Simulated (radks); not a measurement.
Task: Lu XLVI, configuration [Ar] 3d8. Method: scalar-relativistic Kohn-Sham, LB94 model potential, spin-polarised, spherical densities, finite nucleus; open shells are filled with parallel spins first (spin-orbit coupling, left out, can overturn this in heavy ions); Fermi nuclear charge, rms radius 5.37 fm; computed with a radial shooting solver on a logarithmic mesh with Libxc functionals. Some entries of the table are withheld. Estimate them.

orbital,occ.,eigenvalue (eV),<r> (bohr),r(max) (bohr)
1s down,1,-65885.33,0.01929,0.01213
1s up,1,-65885.06,0.01929,0.01213
2s up,1,-13202.07,0.08145,0.06914
2s down,1,-13201.15,0.08142,0.06913
2p up,3,-11917.08,(1),0.05642
2p down,3,-11916.74,(2),0.05642
3s up,1,-4670.755,0.2067,0.1926
3s down,1,-4661.743,0.2069,0.1926
3p up,3,-4283.583,0.2048,0.1891
3p down,3,-4274.546,0.2050,0.1892
3d up,5,-3846.569,0.1835,0.1524
3d down,3,-3837.509,0.1835,0.1523

Result: 
(1) 2p up <r> (bohr): 0.07249
(2) 2p down <r> (bohr): 0.07246
